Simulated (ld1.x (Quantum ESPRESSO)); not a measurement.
**Plane-wave convergence, TM potential for Mn (Z = 25)**

- Element: manganese (Mn)
- Generator: ld1.x (Quantum ESPRESSO) 7.5
- Type: norm-conserving Troullier–Martins (Kleinman–Bylander form)
- Functional: LDA (PZ)
- Relativity: scalar-relativistic
- Frozen core: [Ne] 3s2
- Valence charge: 13
- Reference configuration: 3p6 3d5 4s1.5 4p0.5
- Partial waves: 4s (bound): rc 2.05 bohr; 3d (bound): rc 1.65 bohr; 3p (bound): rc 0.95 bohr
- Local potential: the p channel
- Core correction: Bessel-smoothed model core inside 0.75 bohr

Occupied shells without a wave of their own: 4p. They enter only through the test configuration that unscreens the potential, and ld1.x also counts them in the model core charge.

The pseudo-atom Hamiltonian at the reference potential is diagonalised in spherical Bessel functions j_l(qr) that vanish at 20 bohr, with q² up to the cutoff. All-electron valence levels (Ry): 4s -0.4276, 3d -0.5744, 3p -4.0664, 4p -0.1392.

Question: How do the lowest levels (Ry) of each channel move with the cutoff, and are there ghosts?

Answer:

```json
{"cutoff (Ry)": "8", "s #1": "-0.7185", "s #2": "-0.4074", "d #1": "0.0347", "d #2": "0.1075", "p #1": "-1.7087", "p #2": "-0.0498", "p #3": "0.0557", "f #1": "0.0972", "Σ f·Δε (mRy)": "17267.3"}
{"cutoff (Ry)": "15", "s #1": "-3.5238", "s #2": "-0.4252", "d #1": "0.0320", "d #2": "0.1001", "p #1": "-2.9515", "p #2": "-0.0924", "p #3": "0.0402", "f #1": "0.0972", "Σ f·Δε (mRy)": "9748.5"}
{"cutoff (Ry)": "21", "s #1": "-4.7415", "s #2": "-0.4273", "d #1": "0.0263", "d #2": "0.0882", "p #1": "-3.4698", "p #2": "-0.1119", "p #3": "0.0354", "f #1": "0.0972", "Σ f·Δε (mRy)": "6597.3"}
{"cutoff (Ry)": "30", "s #1": "-5.1184", "s #2": "-0.4274", "d #1": "-0.0068", "d #2": "0.0619", "p #1": "-3.8996", "p #2": "-0.1306", "p #3": "0.0315", "f #1": "0.0972", "Σ f·Δε (mRy)": "3843.5"}
{"cutoff (Ry)": "45", "s #1": "-5.1928", "s #2": "-0.4275", "d #1": "-0.3065", "d #2": "0.0439", "p #1": "-4.0502", "p #2": "-0.1387", "p #3": "0.0299", "f #1": "0.0972", "Σ f·Δε (mRy)": "1437.9"}
{"cutoff (Ry)": "60", "s #1": "-5.1939", "s #2": "-0.4276", "d #1": "-0.5204", "d #2": "0.0420", "p #1": "-4.0588", "p #2": "-0.1394", "p #3": "0.0298", "f #1": "0.0972", "Σ f·Δε (mRy)": "316.0"}
{"cutoff (Ry)": "80", "s #1": "-5.1996", "s #2": "-0.4276", "d #1": "-0.5701", "d #2": "0.0418", "p #1": "-4.0605", "p #2": "-0.1395", "p #3": "0.0298", "f #1": "0.0972", "Σ f·Δε (mRy)": "57.1"}
{"cutoff (Ry)": "100", "s #1": "-5.2050", "s #2": "-0.4276", "d #1": "-0.5741", "d #2": "0.0417", "p #1": "-4.0642", "p #2": "-0.1396", "p #3": "0.0298", "f #1": "0.0972", "Σ f·Δε (mRy)": "14.8"}
{"cutoff (Ry)": "140", "s #1": "-5.2061", "s #2": "-0.4276", "d #1": "-0.5742", "d #2": "0.0417", "p #1": "-4.0662", "p #2": "-0.1397", "p #3": "0.0298", "f #1": "0.0972", "Σ f·Δε (mRy)": "2.0"}
{"cutoff (Ry)": "200", "s #1": "-5.2063", "s #2": "-0.4276", "d #1": "-0.5744", "d #2": "0.0417", "p #1": "-4.0664", "p #2": "-0.1397", "p #3": "0.0298", "f #1": "0.0972", "Σ f·Δε (mRy)": "0.5"}
{"cutoff (Ry)": "260", "s #1": "-5.2064", "s #2": "-0.4276", "d #1": "-0.5744", "d #2": "0.0417", "p #1": "-4.0664", "p #2": "-0.1397", "p #3": "0.0298", "f #1": "0.0972", "Σ f·Δε (mRy)": "0.1"}
{"cutoff (Ry)": "400", "s #1": "-5.2064", "s #2": "-0.4276", "d #1": "-0.5744", "d #2": "0.0417", "p #1": "-4.0664", "p #2": "-0.1397", "p #3": "0.0298", "f #1": "0.0972", "Σ f·Δε (mRy)": "0.0"}
```

Result: ghost state, extra bound levels that the all-electron valence spectrum of the same l lacks: s at -70.8 eV (a true bound ghost makes a file unfit for plane-wave use); 10 mRy is reached at 110 Ry and 1 mRy at 200 Ry.

Note: ghost state, extra bound levels that the all-electron valence spectrum of the same l lacks: s at -70.8 eV. A true bound ghost makes a file unfit for plane-wave use. ld1.x takes every shell without a wave as core, so the model core holds the 4p electrons as well and exchange and correlation see them twice. This cancels in the reference configuration, but the file is broken for other ones, and its errors say nothing about a proper core correction. Its largest configuration-test error is -316 meV.
